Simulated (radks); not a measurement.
Spherical quantum dot in the effective-mass picture: electrons in a parabolic well V = omega^2 r^2 / 2 with omega = 1.2, with a point charge +1 (a donor) at the centre, all in effective atomic units (hartree* = m*/eps^2 hartree, bohr* = eps/m* bohr), one dielectric constant everywhere. Calculated with a radial shooting solver with Libxc functionals: non-relativistic Kohn-Sham, PBE, spin-polarised, spherical densities. Levels are named by radial order and angular momentum (1s, 1p, 1d, 2s, ...), and open shells are averaged over m. Results are scaled to m* = 0.57 and eps = 9.7, for which hartree* = 164.8 meV and bohr* = 0.9005 nm.

N = 24, configuration 1s2 1p6 1d10 2s2 1f(up 4, down 0). This is the lowest configuration that the search found. Occupied and some empty levels:

| level | occupation | eigenvalue (meV) | <r> (nm) |
|---|---|---|---|
| 1s up | 1 | 2065.8 | 1.157 |
| 1s down | 1 | 2067.9 | 1.134 |
| 1p up | 3 | 2186.5 | 1.690 |
| 1p down | 3 | 2193.1 | 1.670 |
| 2s up | 1 | 2269.8 | 1.664 |
| 2s down | 1 | 2277.1 | 1.670 |
| 1d up | 5 | 2293.1 | 1.958 |
| 1d down | 5 | 2302.1 | 1.946 |
| 1f up | 4 | 2407.5 | 2.154 |
| 1f down | 0 | 2417.9 | 2.149 |
| 2p up | 0 | 2430.9 | 1.876 |
| 2p down | 0 | 2437.3 | 1.885 |
| 1g up | 0 | 2530.9 | 2.317 |
| 1g down | 0 | 2541.8 | 2.317 |
| 2d up | 0 | 2571.9 | 2.095 |
| 2d down | 0 | 2578.1 | 2.101 |

Energy (meV): total 34142.3, kinetic 4668.8, external 10603, Hartree 20899, exchange-correlation -2028.6.

Electron density:

| r (nm) | n(r) (e/nm^3) |
|---|---|
| 0.0769 | 1.898 |
| 0.270 | 1.223 |
| 0.463 | 0.8005 |
| 0.656 | 0.5593 |
| 0.850 | 0.4461 |
| 1.04 | 0.4154 |
| 1.24 | 0.4254 |
| 1.43 | 0.4404 |
| 1.62 | 0.4342 |
| 1.82 | 0.3952 |
| 2.01 | 0.3255 |
| 2.20 | 0.2399 |
| 2.40 | 0.1559 |
| 2.59 | 0.08887 |
| 2.78 | 0.04449 |
| 2.98 | 0.01950 |
| 3.17 | 0.007540 |
| 3.36 | 0.002543 |
| 3.55 | 0.0007519 |
| 3.75 | 0.0001936 |
